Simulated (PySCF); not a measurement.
C2H2BF3. Atoms are numbered in the order given.

```xyz
8

C     -1.1176    -1.5468     0.0000
C     -0.0166    -0.7872     0.0000
F      1.2023    -1.3622     0.0000
B     -0.0256     0.7730     0.0000
F      1.0914     1.4705     0.0000
F     -1.1726     1.4305     0.0000
H     -2.0995    -1.0715     0.0000
H     -1.0573    -2.6383     0.0000
```
Charge 0, spin multiplicity 1.

Geometry: B3LYP-D3(BJ)/def2-SVP. One conformer was computed; it need not be the lowest.

Calculation: PySCF with HF/def2-TZVP.

Isolated molecule, no solvent.

Estimate the frontier levels, gap, dipole moment and polarisability. (Estimate from the structure and the level; the computed values follow.)


| Quantity | Result |
|---|---|
| highest occupied level | -11.02 eV |
| lowest empty level | 2.02 eV |
| orbital gap | 13.04 eV |
| dipole moment | 2.21 D |
| quadrupole, principal values (traceless, Buckingham form, about the centre of nuclear charge) | -6.15, 2.14, 4.02 D·Å |
| mean static polarisability | 35.4 bohr³ (5.24 Å³) |
| polarisability, principal values | 24.4, 32.9, 48.8 bohr³ |
